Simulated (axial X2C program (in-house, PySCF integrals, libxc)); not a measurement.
TaCN⁻: properties at the nuclei

Computed with an in-house all-electron X2C program for linear molecules (integrals from PySCF): two-component X2C with atomic mean-field Coulomb and Gaunt terms, Gaussian nuclei, basis Ta dyall-v3z, C dyall-v3z, N dyall-av3z with contracted cores.

Ta–C–N held linear, with bonds 2.097 and 1.173 Å (near the PBE0 minimum at charge -1 of the determinant lowest at the starting distance; the state shown can have its own minimum elsewhere, held linear; other orders of the atoms were not compared).

Determinant lowest in the PBE0 search, Ω = 1/2 (⟨Sz⟩ = -1.47, ⟨Lz⟩ = 1.97 at PBE0), spin on the atoms Ta -1.39, C 0.07, N -0.15:

```csv
level,Eeff magnitude (GV/cm),Ws magnitude Ta (kHz),A∥/gI Ta (MHz),qzz Ta (a.u.),A∥/gI C (MHz),qzz C (a.u.),A∥/gI N (MHz),qzz N (a.u.)
PBE0,4.93,10.8,1320,-6.99,62,-0.66,23,-0.95
HF,45.4,94.6,-487,-6.10,96.2,-0.76,2.14,-1.10
PBE,1.27,3.03,1600,-6.24,53.4,-0.60,28.3,-0.88
```

Determinant 0.44 eV from it at PBE0 and this distance, Ω = 1/2 (⟨Sz⟩ = 1.47, ⟨Lz⟩ = -0.97 at PBE0), spin on the atoms Ta 1.46, C -0.05, N 0.07:

```json
{"level": "PBE0", "Eeff magnitude (GV/cm)": "20.4", "Ws magnitude Ta (kHz)": "41.8", "A∥/gI Ta (MHz)": "166", "qzz Ta (a.u.)": "-2.72", "A∥/gI C (MHz)": "-62.1", "qzz C (a.u.)": "-0.66", "A∥/gI N (MHz)": "-99.9", "qzz N (a.u.)": "-1.03"}
{"level": "HF", "Eeff magnitude (GV/cm)": "47.2", "Ws magnitude Ta (kHz)": "99.1", "A∥/gI Ta (MHz)": "1440", "qzz Ta (a.u.)": "-2.95", "A∥/gI C (MHz)": "-74.9", "qzz C (a.u.)": "-0.77", "A∥/gI N (MHz)": "-75.7", "qzz N (a.u.)": "-1.17"}
{"level": "PBE", "Eeff magnitude (GV/cm)": "14.7", "Ws magnitude Ta (kHz)": "29.9", "A∥/gI Ta (MHz)": "-302", "qzz Ta (a.u.)": "-1.82", "A∥/gI C (MHz)": "-63.7", "qzz C (a.u.)": "-0.61", "A∥/gI N (MHz)": "-105", "qzz N (a.u.)": "-0.97"}
```

Eeff is the effective electric field on the electron electric dipole moment in this Ω state and Ws the scalar–pseudoscalar constant of the nucleus named (defined with the proton number Z and per Ω); A∥ (defined per Ω) follows by multiplying with gI = μI/(I μN); qzz is the electric field gradient, eQq0 = 234.96 MHz × Q/barn × qzz. The operators were transformed with the bare-nucleus X2C matrices; with these basis sets, hyperfine constants and field gradients can be off by tens of per cent, and where levels differ in sign neither size nor sign is settled.

With Q(181Ta) = 3.17 barn, gI(13C) = 1.4048, Q(14N) = 0.02044 barn (g factors from the IAEA table of nuclear moments by Stone; Q from Pyykkö, Mol. Phys. 2018), turn the PBE0 values of the first state into constants in MHz.

eQq0(181Ta) = 234.96 × (3.17) × (-6.99) = -5210 MHz; A∥(13C) = 62 × 1.4048 = 87.1 MHz; eQq0(14N) = 234.96 × (0.02044) × (-0.95) = -4.56 MHz.

The molecule was held linear; bending was not examined, so a bent shape may lie lower.

Each state is one determinant with collinear spin, which with several unpaired electrons need not be a pure state. Unrestricted Hartree–Fock can overshoot spin polarisation at the nuclei. For an anion, determinants above electron detachment, or with a positive highest level, are held by the basis set. With several open shells hyperfine constants can be off by a factor of several. Where Eeff spreads by more than a factor of two the levels disagree and none is to be relied on. States lie within half an eV, so the first need not be the ground state. Where a field gradient or hyperfine factor spreads by more than a factor of two over the levels, a constant derived from it is not to be relied on. PBE0 term energies can be off by some tenths of an eV.
